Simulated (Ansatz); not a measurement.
F3Y, charge -1, doublet, at a GFN2-xTB geometry (such geometries of metal compounds can be far from the true shape) (the multiplicity is a formal guess) (core potentials on Y) (a gas-phase anion, which may not be bound at this level); BLYP/def2-SV(P) (Ansatz, a program for electronic structure).

Input for Ansatz:
Ansatz 0.2 input:
```yaml
crystal:
  periodic: [false, false, false]
  atoms:
    - {symbol: Y, position_ang: [-0.00000000, 0.00000000, 0.00000000]}
    - {symbol: F, position_ang: [-1.62428947, -0.99994694, 0.07133279]}
    - {symbol: F, position_ang: [0.01095985, 1.74950132, -0.76316679]}
    - {symbol: F, position_ang: [1.61332963, -0.74955438, 0.69183400]}
basis:
  gaussian:
    orbitals: def2-SV_P_.json
hamiltonian:
  xc: blyp
total_charge: -1
magnetization: {spin_polarized: true, initial_magnetization: 1}
scf: {lower_state_search: off}
```
The basis file holds def2-SV(P) in the JSON format of the Basis Set Exchange.

Q: What does Ansatz print? Leave out banner, timings and long lists.

A: 
```
Functional definition: BLYP
these checks for a lower state are left out or cut short: stability, starts, cluster_reference, orbital_swaps, neighbouring_geometries, increment
709 factors; their error is unknown
mean field evaluation 1: about -9192.2348 eV, gradient 5.2e0 eV
mean field evaluation 2: about -9192.2857 eV, gradient 4.2e0 eV
mean field evaluation 4: about -9192.3936 eV, gradient 2.8e-1 eV
mean field evaluation 8: about -9192.3637 eV, gradient 1.2e-2 eV
mean field evaluation 16: about -9192.3637 eV, gradient 7.9e-7 eV
mean field -9192.36368186 eV, -337.8131345003 hartree, gradient 7.9e-7 eV, S^2 0.750326; 0 other end points of the search recorded, 0 dependent functions left out
reference -9192.36396615 eV, -337.8131449478 hartree; 20, 19 occupied and 46, 47 virtual orbitals, 709 factors
Total energy: -9192.36396615 eV, -337.8131449478 hartree
Checks for a lower state left out: stability, starts, cluster_reference, orbital_swaps, neighbouring_geometries, increment
```
